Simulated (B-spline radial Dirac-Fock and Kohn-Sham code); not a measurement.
# Core-hole lifetimes of Te³⁺

System: the Te³⁺ ion, [Kr] 4d10 5s2 5p1.

Level of theory: independent-particle radiative and Coulomb Auger rates from relativistic LDA hole-state orbitals, with Dirac-Fock energies; an atomic code on a B-spline grid.

Partial widths are in eV. Coster-Kronig decay leaves a hole in the same principal shell; its rates are the weakest part of the model, often 1.5 to 2.5 times too large and more for N holes. Holes without an open Auger channel, or with an unreliable SCF state, are not listed.

```tsv
hole	radiative	Auger	Coster-Kronig	total	fluorescence yield	lifetime (fs)
K	8.45	1.20	0	9.65	0.876	0.0682
L1	0.136	1.43	1.67	3.23	0.0420	0.203
L2	0.226	2.15	0.488	2.86	?	?
L3	0.215	2.42	0	2.63	0.0818	0.250
M1	0.00324	0.433	9.39	9.83	0.000329	0.0670
M2	0.00344	0.464	4.00	4.47	0.000771	0.147
M3	0.00337	0.487	4.64	5.13	0.000658	0.128
M4	0.000205	0.570	0	0.570	0.000360	1.15
M5	0.000178	0.580	0	0.581	0.000306	1.13
N1	7.94e-05	0.0232	2.10	2.12	3.74e-05	0.310
N2	0.000255	0.00535	0.782	0.788	0.000324	0.836
N3	0.000211	0.00490	0.855	0.860	0.000246	0.765
```

Q: What are the fluorescence yield and the lifetime of the L2 hole?

A: The yield is the radiative width over the total, 0.0791, and the lifetime is ħ/Γ = 0.230 fs.

Values without a named source are computed, but for edge energies of neutral atoms, which are taken from tables.
